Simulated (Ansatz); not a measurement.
The cluster BaSe2⁻: single points at one geometry.

```yaml
crystal:
  periodic: [false, false, false]
  atoms:
    - {symbol: Ba, position_ang: [0.003128, -0.000251, -0.000023]}
    - {symbol: Se, position_ang: [-0.230765, -2.841233, -0.125302]}
    - {symbol: Se, position_ang: [0.227637, 2.841484, 0.125325]}
basis:
  gaussian: {orbitals: def2-TZVPD, initial_orbitals: start.molden}
total_charge: -1
magnetization: {spin_polarized: true, initial_magnetization: 1}
hamiltonian: {xc: {text: "exchange = 0.90*pbe_x + 0.10*exact_x\ncorrelation = pbe_c"}}
scf: {omitted_lower_state_checks: [starts]}
output: {orbitals: {seedname: orbitals}}
```

The file start.molden holds the orbitals of an earlier run on this structure, at another level or in another basis.

```sh
$ ansatz run in.yaml --threads 4 --pin off --events-out ev --progress --plain --max-ram 3916MiB
```

Shortened log:

```
Functional definition: unnamed
1145 factors; their error is unknown
mean field evaluation 1: about -131378.9632 eV, gradient 4.7e0 eV
mean field evaluation 2: about -131378.9964 eV, gradient 5.4e-2 eV
mean field evaluation 4: about -131379.2169 eV, gradient 1.6e-4 eV
mean field evaluation 8: about -131379.2169 eV, gradient 2.2e-5 eV
mean field -131379.21685878 eV, -4828.0971675285 hartree, gradient 2.2e-5 eV, S^2 0.754274; 0 other end points of the search recorded, 0 dependent functions left out
reference -131379.21689746 eV, -4828.0971689499 hartree; 40, 39 occupied and 114, 115 virtual orbitals, 1145 factors
Total energy: -131379.21689746 eV, -4828.0971689499 hartree
Checks for a lower state left out: starts
```

Hardware: 4 threads of Arm Neoverse N1 on a shared host. Wall time 8.5 s, peak host memory 0.59 GiB.

The first input with `hamiltonian: {xc: {name: revPBE}, dispersion: d4}` (abridged; 6.5 s):

```
Functional definition: revPBE
mean field -131387.36437000 eV, -4828.3965830434 hartree, gradient 1.7e-5 eV, S^2 0.753123
Total energy: -131387.45977033 eV, -4828.4000889408 hartree
Checks for a lower state left out: starts
```

First input, but with `hamiltonian: {xc: {text: "exchange = 0.85*pbe_x + 0.15*exact_x\ncorrelation = pbe_c"}}` (abridged; 8.5 s):

```
Functional definition: unnamed
mean field -131379.90049780 eV, -4828.1222907993 hartree, gradient 1.2e-5 eV, S^2 0.755179
Total energy: -131379.90053486 eV, -4828.1222921612 hartree
Checks for a lower state left out: starts
```

The first input with `correlation: {method: mp2}` and without the key `hamiltonian` (abridged; 7 s):

```
Functional definition: HF
mean field -131293.05322869 eV, -4824.9307125266 hartree, gradient 1.4e-6 eV, S^2 0.765699
18 core orbitals not correlated: weight in the atoms' cores, before any rotation towards them, 1.000 or more for the frozen orbitals, at most 0.000 for the correlated occupied ones
second order -18.85120716 eV of doubles, -0.00000000 eV of singles
Total energy: -131311.90443585 eV, -4825.6234816118 hartree
Checks for a lower state left out: starts
```

Geometry: PBE-D4/def2-TZVPD.

In the def2 sets Ba takes a core potential; there is no spin–orbit coupling. Correlated methods freeze 18 core orbitals; core or outer-core shells of Ba, Se are correlated, in sets that lack core-valence functions. The structure comes from a short search, and lower isomers may exist.
